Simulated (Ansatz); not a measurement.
Ansatz (a quantum-chemistry and plane-wave program) input (r2SCAN0/def2-TZVPD):

Ansatz 0.2 input:
```yaml
crystal:
  periodic: [false, false, false]
  atoms:
    - {symbol: Ba, position_ang: [-0.00000000, -0.00000000, -0.62886067]}
    - {symbol: Cl, position_ang: [0.00000000, 0.00000000, 2.07154102]}
basis:
  gaussian:
    orbitals: def2-TZVPD
hamiltonian:
  xc: {name: r2SCAN0}
magnetization: {spin_polarized: true, initial_magnetization: 1}
output: {forces: true}
```

End of the output:

```
integrals: 0.03 GiB planned
604 factors; their error is unknown
mean field: 0.34 GiB planned
mean field evaluation 1: about -13215.6167 eV, gradient 1.5e1 eV
mean field evaluation 2: about -13214.8487 eV, gradient 2.1e1 eV
mean field evaluation 4: about -13217.1333 eV, gradient 7.4e-1 eV
mean field evaluation 8: about -13217.1677 eV, gradient 5.3e-2 eV
mean field evaluation 16: about -13217.1677 eV, gradient 2.8e-5 eV
mean field -13217.16771539 eV, -485.7219546224 hartree, gradient 2.8e-5 eV, S^2 0.750434; 2 other end points of the search recorded, 0 dependent functions left out
the calculation of the forces begins
reference -13217.16774816 eV, -485.7219558270 hartree; 14, 13 occupied and 72, 73 virtual orbitals, 604 factors
Total energy: -13217.16774816 eV, -485.7219558270 hartree
Atom 0 at    -0.000000    -0.000000    -0.628861 Å, force    -0.000000    -0.000000     0.059298 eV/Å
Atom 1 at     0.000000     0.000000     2.071541 Å, force    -0.000000     0.000000    -0.059298 eV/Å
Dipole moment:    -0.000000    -0.000000    -1.059611 e Å
```
